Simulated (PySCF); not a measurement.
Gas-phase reaction: TiBr₄ + 4 NH + 4 H ⇌ Ti(NH₂)₄ + 2 Br₂

Method: PySCF energies plus ideal-gas RRHO corrections (1 bar). † marks an energy on the PBE0/def2-TZVP geometry and frequencies; other levels use their own. 6-31G* has spherical d functions here. Open shells (unrestricted): NH (multiplicity 3), H (multiplicity 2); the rest are closed-shell singlets. B3LYP is the form with VWN-RPA correlation. Br: all electrons, no relativistic terms. Ti(NH₂)₄: computed as isolated molecules; such fragments, hydroxides, amides, oligomers or adducts are transient or little studied in the gas. The harmonic model lacks anharmonicity and excited electronic states, which grow with temperature; levels with a mode under 35 cm⁻¹ are left out. Soft modes under 120 cm⁻¹ make the harmonic entropy rough for TiBr₄.

```
level               ΔE electronic, kJ  ΔH°(298 K), kJ  ΔS°(298 K), J/K  ΔG°(2000 K), kJ
------------------  -----------------  --------------  ---------------  ---------------
B3LYP/6-31G*                    -2032           -1891             -704             -423
BLYP/def2-TZVP†                 -2080           -1941             -704             -474
M06-2X/def2-TZVP†               -2104           -1964             -704             -497
PBE0/def2-TZVP                  -2041           -1901             -704             -434
r2SCAN/def2-TZVP†               -2006           -1867             -704             -400
ωB97M-V/def2-TZVP†              -2112           -1972             -704             -505
ωB97X-V/def2-TZVP†              -2108           -1968             -704             -501
```
ΔH° is lowest at ωB97M-V/def2-TZVP† and highest at r2SCAN/def2-TZVP†. No reference value is set beside these.
